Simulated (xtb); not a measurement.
C3H6AlNO, SMILES [CH3][Al]([CH3])[N]=C=O. All values are semi-empirical tight-binding results from xtb (GFN2-xTB unless named), good for trends rather than for accurate numbers. Geometry optimised at GFN2-xTB. The structure was generated by enumeration; whether it is a known compound was not checked. Other conformers were not sampled.

Optimised geometry:

Bonded distances (Å): Al1–C2 1.986, Al1–C6 1.986, Al1–N10 1.806, C2–H3 1.095, C2–H4 1.093, C2–H5 1.095, C6–H7 1.095, C6–H8 1.095, C6–H9 1.093, N10–C11 1.192, C11–O12 1.159. Bond angles (°): C2–Al1–C6 132.4, C2–Al1–N10 113.8, C6–Al1–N10 113.8, Al1–C2–H3 110.9, Al1–C2–H4 114.1, Al1–C2–H5 110.9, H3–C2–H4 107.3, H3–C2–H5 106.1, H4–C2–H5 107.2, Al1–C6–H7 111.1, Al1–C6–H8 110.8, Al1–C6–H9 114.1, H7–C6–H8 106.1, H7–C6–H9 107.2, H8–C6–H9 107.3, Al1–N10–C11 179.8, N10–C11–O12 180.0.

For metal compounds this method's bond lengths and energies can be far off.

The point group as xtb finds it comes out as C2 and the orbital gap is 4.36 eV. The zero-point energy is 51.0 kcal/mol and the G − E(el) at 298.15 K (modified RRHO) is 29.2 kcal/mol.

Problem. Give the atomic charges and the Wiberg bond orders between heavy atoms. (An estimate is asked for; the answer gives what the named calculation found.)

Solution. charges (e) Al1 0.30, C2 -0.21, H3 0.07, H4 0.06, H5 0.07, C6 -0.21, H7 0.07, H8 0.07, H9 0.06, N10 -0.29, C11 0.33, O12 -0.30. Bond orders Al1–C2 1.05, Al1–C6 1.05, Al1–N10 1.01, N10–C11 1.98, N10–O12 0.35, C11–O12 1.88.
